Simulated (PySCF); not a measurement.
One of the candidates below gave these computed data.

All candidates are C5H6F3N.

| technique | computed result |
| --- | --- |
| UV, strongest line | among the 8 lowest singlet transitions: S7 at 7.64 eV (162 nm, f = 0.251) [TDDFT B3LYP/def2-SVPD] |
| Dipole | 3.24 D [B3LYP/def2-SVPD] |
| UV, first state | lowest singlet excitation: 4.79 eV (259 nm, f = 0.002) [TDDFT B3LYP/def2-SVPD] |
| Rotational structure | rotational constants A, B, C: 3.948, 0.686, 0.673 GHz [GFN2-xTB] |
| Triplet | lowest triplet excitation (Tamm–Dancoff): 3.97 eV [TDA B3LYP/def2-SVPD] |
| Polarisability | 73.6 au [B3LYP/def2-SVPD] |

Electronic properties: PySCF, gas phase, density fitting. Levels stand in brackets. One conformer (not necessarily the lowest) at the GFN2-xTB geometry, without solvent, vibrations or thermal averaging.

Question: Which candidate is it?
A. `N[C@@H]1CC=C1C(F)(F)F`
B. `[H]/N=C(\C=C)CC(F)(F)F`
C. `C=CC/N=C/C(F)(F)F`

Answer: C. It is `C=CC/N=C/C(F)(F)F`. Numbering: `[CH2:1]=[CH:2][CH2:3]/[N:4]=[CH:5]/[C:6]([F:7])([F:8])[F:9]`. Its formula, C5H6F3N, gives 2 degrees of unsaturation: 0 rings and 2 π bonds in the structure found. S1 is mainly HOMO−1→LUMO (weight 0.82); the largest Löwdin shares of the orbital it empties are 0.52 on the imine nitrogen, 0.10 on the imine carbon, 0.10 on the sp3 carbon bound to nitrogen and 0.05 on the alkene CH carbon, of the orbital it fills 0.35 on the imine nitrogen, 0.32 on the imine carbon, 0.06 on the CF3 carbon and 0.05 on the hydrogen on a C=N carbon. The optimised geometry has point group C1 and is an asymmetric top.

The others, at the same levels:
- `N[C@@H]1CC=C1C(F)(F)F` fails: its computed lowest triplet excitation (Tamm–Dancoff) is 4.25 eV (against 3.97 eV), strongest line among the 8 lowest singlet transitions is S3 at 6.83 eV (181 nm, f = 0.110) (against S7 at 7.64 eV) and static isotropic polarisability is 68.6 au (against 73.6 au).
- `[H]/N=C(\C=C)CC(F)(F)F` fails: its computed lowest singlet excitation is 4.37 eV (284 nm, f = 0.003) (against 4.79 eV), lowest triplet excitation (Tamm–Dancoff) is 3.46 eV (against 3.97 eV) and strongest line among the 8 lowest singlet transitions is S2 at 5.77 eV (215 nm, f = 0.217) (against S7 at 7.64 eV).

Each candidate is one conformer, not necessarily the lowest. The conformers computed, where there is a choice (atom-mapped SMILES and torsion angles):
- `[CH2:1]=[CH:2][CH2:3]/[N:4]=[CH:5]/[C:6]([F:7])([F:8])[F:9]`: C1–C2–C3–N4 134°, C2–C3–N4–C5 -121°, N4–C5–C6–F7 131°
- `[NH2:1][C@@H:2]1[CH2:3][CH:4]=[C:5]1[C:6]([F:7])([F:8])[F:9]`: C4–C5–C6–F7 -109°, H–N1–C2–C3 50°, H–N1–C2–C3 -73°
- `[H]/[N:4]=[C:3](\[CH:2]=[CH2:1])[CH2:5][C:6]([F:7])([F:8])[F:9]`: C1–C2–C3–N4 25°, C2–C3–C5–C6 64°, C3–C5–C6–F7 53°
